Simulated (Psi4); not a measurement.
A run for Psi4: SAPT0/jun-cc-pV(D+d)Z on CH6O (a complex).

```
memory 2025 MB

molecule dimer {
0 1
C     0.68555280    0.34947682   -0.35468244
O    -0.66137539    0.20278017    0.07652935
H     1.37289390   -0.28147864    0.21926857
H     0.95632513    1.39133564   -0.19042839
H     0.80217985    0.12518401   -1.42035025
H    -0.93646698   -0.70741956   -0.07222238
--
0 1
H    -0.21497935   -0.20729653    2.54534587
H     0.05452262   -0.44675102    3.19861632
units angstrom
symmetry c1
no_reorient
no_com
}

set {
  basis jun-cc-pV(D+d)Z
  scf_type df
  freeze_core true
}

energy('sapt0')
```

Program output:

```
[...]
==> Input File <==

--------------------------------------------------------------------------
memory 2025 MB

molecule dimer {
0 1
C     0.68555280    0.34947682   -0.35468244
O    -0.66137539    0.20278017    0.07652935
H     1.37289390   -0.28147864    0.21926857
H     0.95632513    1.39133564   -0.19042839
H     0.80217985    0.12518401   -1.42035025
H    -0.93646698   -0.70741956   -0.07222238
--
0 1
H    -0.21497935   -0.20729653    2.54534587
H     0.05452262   -0.44675102    3.19861632
units angstrom
symmetry c1
no_reorient
no_com
}

set {
  basis jun-cc-pV(D+d)Z
  scf_type df
  freeze_core true
}

energy('sapt0')
--------------------------------------------------------------------------


   => Loading Basis Set <=

    Name: JUN-CC-PV(D+D)Z
    Role: ORBITAL
    Keyword: BASIS
    atoms 1   entry C          line   188 file jun-cc-pv_dpd_z.gbs
    atoms 2   entry O          line   256 file jun-cc-pv_dpd_z.gbs
    atoms 3-8 entry H          line    60 file jun-cc-pv_dpd_z.gbs

   => Loading Basis Set <=

    Name: JUN-CC-PV(D+D)Z
    Role: ORBITAL
    Keyword: BASIS
    atoms 1   entry C          line   188 file jun-cc-pv_dpd_z.gbs
    atoms 2   entry O          line   256 file jun-cc-pv_dpd_z.gbs
    atoms 3-8 entry H          line    60 file jun-cc-pv_dpd_z.gbs


  //>>>>>>>>>>>>>>>>>>>>>>>>>>>>>>>>>>>//
  //              Dimer HF             //
  //<<<<<<<<<<<<<<<<<<<<<<<<<<<<<<<<<<<//

   => Libint2 <=

    Primary   basis highest AM E, G, H:  7, 6, 3
    Auxiliary basis highest AM E, G, H:  7, 7, 4
    Onebody   basis highest AM E, G, H:  -, -, -
    Solid Harmonics ordering:            Gaussian


   => Loading Basis Set <=

    Name: JUN-CC-PV(D+D)Z
    Role: ORBITAL
    Keyword: BASIS
    atoms 1   entry C          line   188 file jun-cc-pv_dpd_z.gbs
    atoms 2   entry O          line   256 file jun-cc-pv_dpd_z.gbs
    atoms 3-8 entry H          line    60 file jun-cc-pv_dpd_z.gbs


         ---------------------------------------------------------
                                   SCF
               by Justin Turney, Rob Parrish, Andy Simmonett
                          and Daniel G. A. Smith
                              RHF Reference
                        1 Threads,   1931 MiB Core
         ---------------------------------------------------------

  ==> Geometry <==

    Molecular point group: c1
    Full point group: C1

    Geometry (in Angstrom), charge = 0, multiplicity = 1:

       Center              X                  Y                   Z               Mass
    ------------   -----------------  -----------------  -----------------  -----------------
         C            0.685552800000     0.349476820000    -0.354682440000    12.000000000000
         O           -0.661375390000     0.202780170000     0.076529350000    15.994914619570
         H            1.372893900000    -0.281478640000     0.219268570000     1.007825032230
         H            0.956325130000     1.391335640000    -0.190428390000     1.007825032230
         H            0.802179850000     0.125184010000    -1.420350250000     1.007825032230
         H           -0.936466980000    -0.707419560000    -0.072222380000     1.007825032230
         H           -0.214979350000    -0.207296530000     2.545345870000     1.007825032230
         H            0.054522620000    -0.446751020000     3.198616320000     1.007825032230

  Running in c1 symmetry.

  Rotational constants: A =      0.96921  B =      0.57964  C =      0.43701 [cm^-1]
  Rotational constants: A =  29056.03969  B =  17377.20576  C =  13101.16576 [MHz]
  Nuclear repulsion =   47.044736523830814

  Charge       = 0
  Multiplicity = 1
  Electrons    = 20
  Nalpha       = 10
  Nbeta        = 10

  ==> Algorithm <==

  SCF Algorithm Type is DF.
  DIIS enabled.
  MOM disabled.
  Fractional occupation disabled.
  Guess Type is SAD.
  Energy threshold   = 1.00e-08
  Density threshold  = 1.00e-08
  Integral threshold = 1.00e-12

  ==> Primary Basis <==

  Basis Set: JUN-CC-PV(D+D)Z
    Blend: JUN-CC-PV(D+D)Z
    Number of shells: 34
    Number of basis functions: 66
    Number of Cartesian functions: 68
    Spherical Harmonics?: true
    Max angular momentum: 2

   => Loading Basis Set <=

    Name: (JUN-CC-PV(D+D)Z AUX)
    Role: JKFIT
    Keyword: DF_BASIS_SCF
    atoms 1   entry C          line   146 file jun-cc-pvdz-jkfit.gbs
    atoms 2   entry O          line   258 file jun-cc-pvdz-jkfit.gbs
    atoms 3-8 entry H          line    70 file jun-cc-pvdz-jkfit.gbs

  ==> Integral Setup <==

  DFHelper Memory: AOs need 0.011 GiB; user supplied 1.414 GiB.
  SCF_SUBTYPE=INCORE selected. In-core MEM_DF algorithm will be used.
  Using in-core AOs.

  ==> MemDFJK: Density-Fitted J/K Matrices <==

    J tasked:                   Yes
    K tasked:                   Yes
    wK tasked:                   No
    OpenMP threads:               1
    Algorithm:                 Core
    Schwarz Cutoff:           1E-12
    Mask sparsity (%):       0.1837
    Fitting C
[...]
658    51A      2.990254    52A      3.409853
      53A      3.576911    54A      3.937622    55A      4.458418
      56A      4.566092    57A      4.701597    58A      4.961270
      59A      5.028096    60A      5.082057    61A      5.255312
      62A      5.557874    63A      5.922311    64A      6.829189
      65A     18.434428    66A     33.503588

    Final Occupation by Irrep:
              A
    DOCC [     1 ]
    NA   [     1 ]
    NB   [     1 ]

  @DF-RHF Final Energy:    -1.12879832434870

   => Energetics <=

    Nuclear Repulsion Energy =              0.7092151802183808
    One-Electron Energy =                  -2.4944859674358271
    Two-Electron Energy =                   0.6564724628687434
    Total Energy =                         -1.1287983243487028

Computation Completed


Properties will be evaluated at   0.000000,   0.000000,   0.000000 [a0]

Properties computed using the SCF density matrix


 Multipole Moments:

 ------------------------------------------------------------------------------------
     Multipole            Electronic (a.u.)      Nuclear  (a.u.)        Total (a.u.)
 ------------------------------------------------------------------------------------

 L = 1.  Multiply by 2.5417464519 to convert [e a0] to [Debye]
 Dipole X            :          0.2991847           -0.3032193           -0.0040346
 Dipole Y            :          1.2361472           -1.2359707            0.0001764
 Dipole Z            :        -10.8521630           10.8545154            0.0023524
 Magnitude           :                                                    0.0046736

 ------------------------------------------------------------------------------------

  Constructing Basis Sets for SAPT...

   => Loading Basis Set <=

    Name: (JUN-CC-PV(D+D)Z AUX)
    Role: RIFIT
    Keyword: DF_BASIS_SAPT
    atoms 1   entry C          line   100 file jun-cc-pvdz-ri.gbs
    atoms 2   entry O          line   188 file jun-cc-pvdz-ri.gbs
    atoms 3-8 entry H          line    30 file jun-cc-pvdz-ri.gbs

   => Loading Basis Set <=

    Name: (JUN-CC-PV(D+D)Z AUX)
    Role: JKFIT
    Keyword: DF_BASIS_ELST
    atoms 1   entry C          line   146 file jun-cc-pvdz-jkfit.gbs
    atoms 2   entry O          line   258 file jun-cc-pvdz-jkfit.gbs
    atoms 3-8 entry H          line    70 file jun-cc-pvdz-jkfit.gbs


  //>>>>>>>>>>>>>>>>>>>>>>>>>>>>>>>>>>>//
  //               SAPT0               //
  //<<<<<<<<<<<<<<<<<<<<<<<<<<<<<<<<<<<//



        SAPT0
    Ed Hohenstein
     6 June 2009

      Orbital Information
  --------------------------
    NSO        =        66
    NMO        =        66
    NRI        =       214
    NRI (Elst) =       296
    NOCC A     =         9
    NOCC B     =         1
    FOCC A     =         2
    FOCC B     =         0
    NVIR A     =        57
    NVIR B     =        65

    Elst10,r            =    -0.001974976013 [Eh]
    Exch10              =     0.002708016316 [Eh]
    Exch10 (S^2)        =     0.002700982582 [Eh]

    Maxiter = 50
    CPHF R converge = 1.000000E-08

    Iter     Energy [mEh]          dE [mEh]         Residual      Time [s]
       1      -0.12331467       0.123314669     1.801391e-03             0
       2      -0.15761971       0.034305045     4.033022e-04             0
       3      -0.15627042      -0.001349294     1.244264e-04             0
       4      -0.15605846      -0.000211958     4.009803e-05             0
       5      -0.15610427       0.000045806     1.052349e-05             0
       6      -0.15613423       0.000029960     2.458255e-06             0
       7      -0.15613038      -0.000003851     9.011683e-07             0
       8      -0.15612876      -0.000001621     1.778414e-07             0
       9      -0.15612909       0.000000335     3.203402e-08             0
      10      -0.15612907      -0.000000024     9.392131e-09             0

    CHF Iterations converged

    Maxiter = 50
    CPHF R converge = 1.000000E-08

    Iter     Energy [mEh]          dE [mEh]         Residual      Time [s]
       1      -0.39839063       0.398390625     2.400805e-03             0
       2      -0.47287740       0.074486776     2.231673e-04             0
       3      -0.47115093      -0.001726475     1.855128e-05             0
       4      -0.47122493       0.000073999     1.980505e-06             0
       5      -0.47121993      -0.000004997     1.865169e-07             0
       6      -0.47122022       0.000000287     1.904843e-08             0
       7      -0.47122020      -0.000000020     1.940711e-09             0

    CHF Iterations converged

    Ind20,r (A<-B)      =    -0.000156129068 [Eh]
    Ind20,r (B<-A)      =    -0.000471220196 [Eh]
    Ind20,r             =    -0.000627349264 [Eh]
    Exch-Ind20,r (A<-B) =     0.000069012317 [Eh]
    Exch-Ind20,r (B<-A) =     0.000317814104 [Eh]
    Exch-Ind20,r        =     0.000386826421 [Eh]
    Disp20              =    -0.001031454425 [Eh]
    Disp20 (SS)         =    -0.000515727212 [Eh]
    Disp20 (OS)         =    -0.000515727212 [Eh]
    Exch-Disp20         =     0.000135375089 [Eh]
    Exch-Disp20 (SS)    =     0.000069346734 [Eh]
    Exch-Disp20 (OS)    =     0.000066028355 [Eh]

    SAPT Results
  --------------------------------------------------------------------------------------------------------
    Electrostatics                 -1.97497601 [mEh]      -1.23931616 [kcal/mol]      -5.18529881 [kJ/mol]
      Elst10,r                     -1.97497601 [mEh]      -1.23931616 [kcal/mol]      -5.18529881 [kJ/mol]

    Exchange                        2.70801632 [mEh]       1.69930589 [kcal/mol]       7.10989586 [kJ/mol]
      Exch10                        2.70801632 [mEh]       1.69930589 [kcal/mol]       7.10989586 [kJ/mol]
      Exch10(S^2)                   2.70098258 [mEh]       1.69489216 [kcal/mol]       7.09142879 [kJ/mol]

    Induction                      -0.49653980 [mEh]      -0.31158343 [kcal/mol]      -1.30366505 [kJ/mol]
      Ind20,r                      -0.62734926 [mEh]      -0.39366761 [kcal/mol]      -1.64710527 [kJ/mol]
      Exch-Ind20,r                  0.38682642 [mEh]       0.24273724 [kcal/mol]       1.01561263 [kJ/mol]
      delta HF,r (2)               -0.25601695 [mEh]      -0.16065306 [kcal/mol]      -0.67217242 [kJ/mol]

    Dispersion                     -0.89607934 [mEh]      -0.56229827 [kcal/mol]      -2.35265597 [kJ/mol]
      Disp20                       -1.03145442 [mEh]      -0.64724742 [kcal/mol]      -2.70808322 [kJ/mol]
      Exch-Disp20                   0.13537509 [mEh]       0.08494915 [kcal/mol]       0.35542725 [kJ/mol]
      Disp20 (SS)                  -0.51572721 [mEh]      -0.32362371 [kcal/mol]      -1.35404161 [kJ/mol]
      Disp20 (OS)                  -0.51572721 [mEh]      -0.32362371 [kcal/mol]      -1.35404161 [kJ/mol]
      Exch-Disp20 (SS)              0.06934673 [mEh]       0.04351573 [kcal/mol]       0.18206983 [kJ/mol]
      Exch-Disp20 (OS)              0.06602835 [mEh]       0.04143342 [kcal/mol]       0.17335742 [kJ/mol]

  Total HF                          0.23650051 [mEh]       0.14840631 [kcal/mol]       0.62093200 [kJ/mol]
  Total SAPT0                      -0.65957883 [mEh]      -0.41389196 [kcal/mol]      -1.73172398 [kJ/mol]

  Special recipe for scaled SAPT0 (see Manual):
    Electrostatics sSAPT0          -1.97497601 [mEh]      -1.23931616 [kcal/mol]      -5.18529881 [kJ/mol]
    Exchange sSAPT0                 2.70801632 [mEh]       1.69930589 [kcal/mol]       7.10989586 [kJ/mol]
    Induction sSAPT0               -0.49350987 [mEh]      -0.30968212 [kcal/mol]      -1.29570998 [kJ/mol]
    Dispersion sSAPT0              -0.89501897 [mEh]      -0.56163288 [kcal/mol]      -2.34987199 [kJ/mol]
  Total sSAPT0                     -0.65548854 [mEh]      -0.41132527 [kcal/mol]      -1.72098492 [kJ/mol]
  --------------------------------------------------------------------------------------------------------



*** Psi4 exiting successfully. Buy a developer a beer!
```

The run finished.

Cost: very roughly 5 core-seconds.
